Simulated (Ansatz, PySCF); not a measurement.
Species: sum formula HSO, net charge 0, doublet state. It need not be the lowest isomer of its formula. 
Coordinates optimised at B3LYP-D3(BJ)/def2-TZVP (Ansatz, a quantum-chemistry and plane-wave program):
SMILES: O[S]
```xyz
3

O     -0.0524     0.0068    -1.0363
S     -0.0259    -0.0170     0.6033
H      0.8344     0.2184    -1.3626
```
Charge 0, spin multiplicity 2.

Property: vertical ionisation energy (to the triplet state of charge +1; each state is the SCF solution reached for its spin), in eV. Correlated levels leave the core frozen unless marked. Open shells are spin-unrestricted. Spin-orbit coupling is left out. Non-relativistic. Basis-set limits of correlation are two-point, X^-3; Hartree-Fock from the larger set.

```csv
level,program,vertical ionisation energy (eV)
r2SCAN/def2-TZVPD,Ansatz,9.52
PBE0/def2-TZVPD,Ansatz,…
M06-2X/def2-TZVPD,PySCF,9.74
wB97M-V/def2-TZVPD,Ansatz,…
B2PLYP/def2-TZVPD,Ansatz,…
SCS-MP2/def2-TZVPPD,Ansatz,9.58
SCS-MP2/def2-QZVPPD,Ansatz,9.70
CCSD/aug-cc-pV(D+d)Z,Ansatz,9.37
CCSD/def2-QZVPPD,Ansatz,…
"CCSD(T)/CBS(def2-TZVPPD,def2-QZVPPD)",Ansatz,9.73
```

**Question.** Fill in the missing entries.

**Answer.** 
- PBE0/def2-TZVPD, vertical ionisation energy (eV): 9.63
- wB97M-V/def2-TZVPD, vertical ionisation energy (eV): 9.69
- B2PLYP/def2-TZVPD, vertical ionisation energy (eV): 9.57
- CCSD/def2-QZVPPD, vertical ionisation energy (eV): 9.64
